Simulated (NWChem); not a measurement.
System: NH$_{3}$Te; SMILES N[TeH]

NWChem printed, in part:

```
             Northwest Computational Chemistry Package (NWChem) 7.3.0
             --------------------------------------------------------

 CS  symmetry detected

                             Geometry "geometry" -> ""
                             -------------------------

 Output coordinates in angstroms (scale by  1.889725989 to convert to a.u.)

  No.       Tag          Charge          X              Y              Z
 ---- ---------------- ---------- -------------- -------------- --------------
    1 Te                  52.0000     0.03580882    -0.30454497     0.00000000
    2 H                    1.0000    -1.62523341    -0.56832300     0.00000000
    3 N                    7.0000     0.07697026     1.74061146     0.00000000
    4 H                    1.0000    -0.38780853     2.11019071     0.82706100
    5 H                    1.0000    -0.38780853     2.11019071    -0.82706100

 Effective nuclear repulsion energy (a.u.)     141.0294136400

      Symmetry information
      --------------------

 Group name             Cs
 Group number              2
 Group order               2
 No. of unique centers     4

                                Z-matrix (autoz)
                                --------

 Units are Angstrom for bonds and degrees for angles

      Type          Name      I     J     K     L     M      Value
      ----------- --------  ----- ----- ----- ----- ----- ----------
    1 Stretch                  1     2                       1.68186
    2 Stretch                  1     3                       2.04557
    3 Stretch                  3     4                       1.01815
    4 Stretch                  3     5                       1.01815
    5 Bend                     1     3     4               110.71565
    6 Bend                     1     3     5               110.71565
    7 Bend                     2     1     3               100.17637
    8 Bend                     4     3     5               108.64528
    9 Torsion                  2     1     3     4          60.28045
   10 Torsion                  2     1     3     5         -60.28045

                           NWChem Geometry Optimization
                           ----------------------------

 maximum gradient threshold         (gmax) =   0.000450
 rms gradient threshold             (grms) =   0.000300
 maximum cartesian step threshold   (xmax) =   0.001800
 rms cartesian step threshold       (xrms) =   0.001200
 fixed trust radius                (trust) =   0.300000
 source of zmatrix                         =   autoz

          -------------------
          Energy Minimization
          -------------------

 Using diagonal initial Hessian
 Scaling for Hessian diagonals: bonds = 1.00  angles = 0.25  torsions = 0.10

          --------
          Step   0

                                 NWChem DFT Module
                                 -----------------

 Summary of "ao basis" -> "ao basis" (spherical)
 ------------------------------------------------------------------------------
       Tag                 Description            Shells   Functions and Types
 ---------------- ------------------------------  ------  ---------------------
 Te                         def2-svp                10       26   4s4p2d
 H                          def2-svp                 3        5   2s1p
 N                          def2-svp                 6       14   3s2p1d

      Symmetry analysis of basis
      --------------------------

        a'         37
        a"         18

            General Information
            -------------------
          SCF calculation type: DFT
          Wavefunction type:  closed shell.
          No. of atoms     :     5
          No. of electrons :    34
           Alpha electrons :    17
            Beta electrons :    17
          Charge           :     0
          Spin multiplicity:     1
          Use of symmetry is: on ; symmetry adaption is: on
          Maximum number of iterations: 150
          AO basis - number of functions:    55
                     number of shells:    25
          Convergence on energy requested:  1.00D-06
          Convergence on density requested:  1.00D-05
          Convergence on gradient requested:  5.00D-04

              XC Information
              --------------
                        Slater Exchange Functional  1.000 local
                      VWN V Correlation Functional  1.000 local

             Grid Information
             ----------------
          Grid used for XC integration:  medium
          Radial quadrature: Mura-Knowles
          Angular quadrature: Lebedev.
          Tag              B.-S. Rad. Rad. Pts. Rad. Cut. Ang. Pts.
          ---              ---------- --------- --------- ---------
          Te                  1.40      123           8.0       590
          H                   0.35       45           9.0       434
          N                   0.65       49           8.0       434
          Grid pruning is: on
          Number of quadrature shells:   262
          Spatial weights used:  Erf1

      Superposition of Atomic Density Guess
      -------------------------------------

 Sum of atomic energies:        -366.96573702

      Non-variational initial energy
      ------------------------------

 Total energy =    -323.188387
 1-e energy   =    -681.114901
 2-e energy   =     287.864397
 HOMO         =      -0.236196
 LUMO         =      -0.025552

      Symmetry analysis of molecular orbitals - initial
      -------------------------------------------------

  Numbering of irreducible representations:

     1 a'          2 a"

  Orbital symmetries:

     1 a'          2 a'          3 a'          4 a'          5 a"
     6 a'          7 a'          8 a'          9 a"         10 a"
    11 a'         12 a'         13 a"         14 a'         15 a'
    16 a'         17 a"         18 a'         19 a'         20 a'
    21 a"         22 a'         23 a'         24 a"         25 a'
    26 a"         27 a'

   convergence    iter        energy       DeltaE   RMS-Dens  Diis-err
 ---------------- ----- ----------------- --------- --------- ---------
 d= 0,ls=0.0,diis     1   -323.6129412961 -3.94D+02  2.07D-02  3.25D-01
 d= 0,ls=0.0,diis     2   -323.5894056480  2.35D-02  1.50D-02  4.03D-01
 d= 0,ls=0.0,diis     3   -323.6224143457 -3.30D-02  5.30D-03  1.91D-01
 d= 0,ls=0.0,diis     4   -323.6457432248 -2.33D-02  1.60D-03  4.66D-03
 d= 0,ls=0.0,diis     5   -323.6464969914 -7.54D-04  4.95D-04  2.72D-04
  Resetting Diis
 d= 0,ls=0.0,diis     6   -323.6465479042 -5.09D-05  1.73D-04  5.55D-05
 d= 0,ls=0.0,diis     7   -323.6465579920 -1.01D-05  3.36D-05  7.04D-07
 d= 0,ls=0.0,diis     8   -323.6465579431  4.90D-08  1.99D-05  1.08D-06
 d= 0,ls=0.0,diis     9   -323.6465580602 -1.17D-07  6.56D-06  2.16D-07

         Total DFT energy =     -323.646558060206
      One electron energy =     -682.745312331435
           Coulomb energy =      316.925952641375
    Exchange-Corr. energy =      -27.889315778943
 Nuclear repulsion energy =       70.062117408797

 Numeric. integr. density =       34.000009238814

                  Occupations of the irreducible representations
                  ----------------------------------------------

                     irrep           alpha         beta
                     --------     --------     --------
                     a'               12.0         12.0
                     a"                5.0          5.0

                       DFT Final Molecular Orbital Analysis
                       ------------------------------------

 Vector   15  Occ=2.000000D+00  E=-2.980169D-01  Symmetry=a'
              MO Center= -1.3D-02, -7.5D-02, -7.0D-16, r^2= 2.8D+00
   Bfn.  Coefficient  Atom+Function         Bfn.  Coefficient  Atom+Function
  ----- ------------  ---------------      ----- ------------  ---------------
    11      0.367133  1 Te px                 3      0.329119  1 Te s
    36     -0.260743  3 N  py                12     -0.259104  1 Te py
    14      0.241901  1 Te px                27     -0.233012  2 H  s
     4      0.227741  1 Te s                 15     -0.174352  1 Te py
    39      0.174150  3 N  py                28     -0.150914  2 H  s

[...]

      ----------------------
      Optimization converged
      ----------------------

  Step       Energy      Delta E   Gmax     Grms     Xrms     Xmax
  ---- ---------------- -------- -------- -------- -------- --------
@    4    -323.64688453 -1.1D-06  0.00027  0.00012  0.00077  0.00148
                                     ok       ok       ok       ok

                                Z-matrix (autoz)
                                --------

 Units are Angstrom for bonds and degrees for angles

      Type          Name      I     J     K     L     M      Value     Gradient
      ----------- --------  ----- ----- ----- ----- ----- ---------- ----------
    1 Stretch                  1     2                       1.70196    0.00025
    2 Stretch                  1     3                       2.03589    0.00027
    3 Stretch                  3     4                       1.02797    0.00000
    4 Stretch                  3     5                       1.02797    0.00000
    5 Bend                     1     3     4               111.25494   -0.00002
    6 Bend                     1     3     5               111.25494   -0.00002
    7 Bend                     2     1     3               101.31897   -0.00007
    8 Bend                     4     3     5               109.52577   -0.00002
    9 Torsion                  2     1     3     4          61.20944   -0.00003
   10 Torsion                  2     1     3     5         -61.20944    0.00003

                         Geometry "geometry" -> "geometry"
                         ---------------------------------

 Output coordinates in angstroms (scale by  1.889725989 to convert to a.u.)

  No.       Tag          Charge          X              Y              Z
 ---- ---------------- ---------- -------------- -------------- --------------
    1 Te                  52.0000     0.03552656    -0.29589762     0.00000000
    2 H                    1.0000    -1.63944798    -0.59775869     0.00000000
    3 N                    7.0000     0.07471278     1.73961404     0.00000000
    4 H                    1.0000    -0.37943138     2.12108359     0.83961565
    5 H                    1.0000    -0.37943138     2.12108359    -0.83961565

 Effective nuclear repulsion energy (a.u.)     141.1522239139

      Symmetry information
      --------------------

 Group name             Cs
 Group number              2
 Group order               2
 No. of unique centers     4

                Final and change from initial internal coordinates
                --------------------------------------------------

                                Z-matrix (autoz)
                                --------

 Units are Angstrom for bonds and degrees for angles

      Type          Name      I     J     K     L     M      Value       Change
      ----------- --------  ----- ----- ----- ----- ----- ---------- ----------
    1 Stretch                  1     2                       1.70196    0.02010
    2 Stretch                  1     3                       2.03589   -0.00968
    3 Stretch                  3     4                       1.02797    0.00981
    4 Stretch                  3     5                       1.02797    0.00981
    5 Bend                     1     3     4               111.25494    0.53929
    6 Bend                     1     3     5               111.25494    0.53929
    7 Bend                     2     1     3               101.31897    1.14260
    8 Bend                     4     3     5               109.52577    0.88049
    9 Torsion                  2     1     3     4          61.20944    0.92900
   10 Torsion                  2     1     3     5         -61.20944   -0.92900

 ==============================================================================
                                internuclear distances
 ------------------------------------------------------------------------------
       center one      |      center two      | atomic units |  angstroms
 ------------------------------------------------------------------------------
    2 H                |   1 Te               |     3.21623  |     1.70196
    3 N                |   1 Te               |     3.84727  |     2.03589
    4 H                |   3 N                |     1.94258  |     1.02797
    5 H                |   3 N                |     1.94258  |     1.02797
 ------------------------------------------------------------------------------
                         number of included internuclear distances:          4
 ==============================================================================

[second-derivative integrals and response iterations left out]

  Vibrational analysis via the FX method

  See chapter 2 in "Molecular Vibrations" by Wilson, Decius and Cross

  Vib: Default input used

[...]

 Rotational Constants
 --------------------
 A=   3.672394 cm-1  (  5.283638 K)
 B=   0.263966 cm-1  (  0.379780 K)
 C=   0.256931 cm-1  (  0.369659 K)

 Temperature                      =   298.15K
 frequency scaling parameter      =   1.0000

 Zero-Point correction to Energy  =   19.464 kcal/mol  (  0.031018 au)
 Thermal correction to Energy     =   21.740 kcal/mol  (  0.034646 au)
 Thermal correction to Enthalpy   =   22.333 kcal/mol  (  0.035589 au)

 Total Entropy                    =   64.536 cal/mol-K
   - Translational                =   40.847 cal/mol-K (mol. weight = 146.9332)
   - Rotational                   =   21.389 cal/mol-K (symmetry #  =        1)
   - Vibrational                  =    2.301 cal/mol-K

 Cv (constant volume heat capacity) =   10.882 cal/mol-K
   - Translational                  =    2.979 cal/mol-K
   - Rotational                     =    2.979 cal/mol-K
   - Vibrational                    =    4.923 cal/mol-K

[normal modes left out]

 ----------------------------------------------------------------------------
 Normal Eigenvalue ||           Projected Infra Red Intensities
  Mode   [cm**-1]  || [atomic units] [(debye/angs)**2] [(KM/mol)] [arbitrary]
 ------ ---------- || -------------- ----------------- ---------- -----------
    1       -0.000 ||    0.008414           0.194         8.202       2.912
    2        0.000 ||    0.000244           0.006         0.238       0.085
    3        0.000 ||    0.000182           0.004         0.177       0.063
    4        0.000 ||    0.011107           0.256        10.828       3.844
    5        0.000 ||    0.000002           0.000         0.002       0.001
    6        0.000 ||    0.002049           0.047         1.998       0.709
    7      432.355 ||    0.026549           0.613        25.881       9.187
    8      495.139 ||    0.115994           2.676       113.077      40.140
    9      648.563 ||    0.016719           0.386        16.299       5.786
   10      744.554 ||    0.058179           1.342        56.716      20.133
   11      910.722 ||    0.001394           0.032         1.359       0.482
   12     1456.114 ||    0.018046           0.416        17.593       6.245
   13     1950.834 ||    0.117581           2.713       114.624      40.689
   14     3433.374 ||    0.021108           0.487        20.577       7.304
   15     3550.268 ||    0.035894           0.828        34.992      12.421
 ----------------------------------------------------------------------------
```

Level: LDA (Slater exchange, VWN5)/def2-SVP with def2 effective core potentials on Te. def2 effective core potentials on Te; no spin-orbit coupling.

Which NWChem input produces such a log?

One answer among several that fit: the input that was run:
```
start job
memory heap 200 mb stack 900 mb global 1100 mb
geometry units angstroms
  Te     0.023604    -0.286874     0.000000
  H     -1.640566    -0.530140     0.000000
  N      0.089993     1.757619     0.000000
  H     -0.370191     2.132904     0.827061
  H     -0.370191     2.132904    -0.827061
end
basis spherical
  * library def2-svp
end
ecp
  Te library def2-ecp
end
dft
  xc slater vwn_5
  iterations 150
end
driver
  maxiter 120
end
task dft optimize
dft
  grid fine
  convergence energy 1d-8 density 1d-7
end
task dft freq numerical
```
